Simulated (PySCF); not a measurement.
An unknown shows these calculated signals:

¹H NMR (600 MHz, computed): δ 9.10 (d, 1H), 9.01 (d, 1H), 8.20 (d, 1H), 7.99 (m, 1H), 7.32 (m, 1H), 6.91 (t, 1H), 6.40 (m, 1H), 4.90 (m, 2H).

¹³C{¹H} NMR (computed): δ 165.9 (C), 159.7 (CH), 158.2 (C), 154.7 (CH), 142.1 (CH), 133.2 (CH), 129.5 (CH), 127.4 (CH), 126.3 (CH).

Theoretical values (PySCF 2.14): coordinates at the GFN2-xTB level, GIAO PBE0/pcSseg-1 shieldings. Equivalent nuclei averaged, one conformer, non-relativistic, no solvent model.

References, each an isolated molecule treated in the same way: TMS for ¹H, ¹³C.

Which of these does the molecule contain: a Si–H bond, a three-membered ring, a nitrile, a heteroaromatic ring, a CH3CH2 unit, a non-aromatic C=C double bond?

Results:


- A Si–H bond: yes (δH 4.90 (m)).
- A three-membered ring: no.
- A nitrile: no.
- A heteroaromatic ring: yes.
- A CH3CH2 unit: no.
- A non-aromatic C=C double bond: yes.

The data belong to `InChI=1S/C9H9NSi/c1-2-5-10-9(3-1)8-4-6-11-7-8/h1-7H,11H2`; they needn't prove each group on their own.

Carbon signals by region: 1 in the far downfield region (above 160 ppm), 8 in the sp2 and nitrile region (100–160 ppm). Above 160 ppm: 165.9, fully substituted alkene carbon.

Shifts are as computed. Against solution values, carbons near 30 ppm lie about +3 ppm off and those near 130 ppm about +5 ppm. Of 1211 compounds with measured shifts, 218 miss one by over three times the rms of a fit or turn the order of signals round; such compounds aren't used in these exercises. No couplings were computed; multiplicities are counted from neighbouring protons, with m where these are inequivalent, close in shift, in a saturated or five-membered ring or joined by F or P, and br s for small geminal =CH2 splittings.
